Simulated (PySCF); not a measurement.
## How methods differ on the electron affinity of Br

Br⁻ [Kr] (1S) → Br [Ar] 3d10 4s2 4p5 (2P), as a difference of total energies. Calculation: PySCF 2.14, in aug-cc-pVDZ-PP with ECP10MDF; scalar relativity through the core potential. Correlated levels: valence: 3s2 3p6 3d10 frozen. The calculations carry no spin-orbit coupling.

```tsv
method	electron affinity (eV)
UHF	2.428
LDA	3.744
PBE	3.486
PBE0	3.450
r2SCAN	3.514
TPSSh	3.451
M06-2X	3.409
B2PLYP	3.406
PBEsol	3.506
MP2 (valence)	3.339
SCS-MP2 (valence)	3.261
```

Q: How much does correlation contribute at MP2 (valence)?

A: 3.339 − (2.428) = 0.911 eV, measured against UHF.

The reference lies between the lowest fine-structure levels, while these numbers refer to the centres of the terms.

Errors of the correlated levels include the incompleteness of this basis and the frozen core.

In the anion the highest occupied orbital energy is positive at PBE, PBEsol, a self-interaction effect; the basis confines that electron, and the energy difference can still be sensible.

For comparison: 3.364 eV (measured; photodetachment measurements, as compiled on the Wikipedia data page of electron affinities).
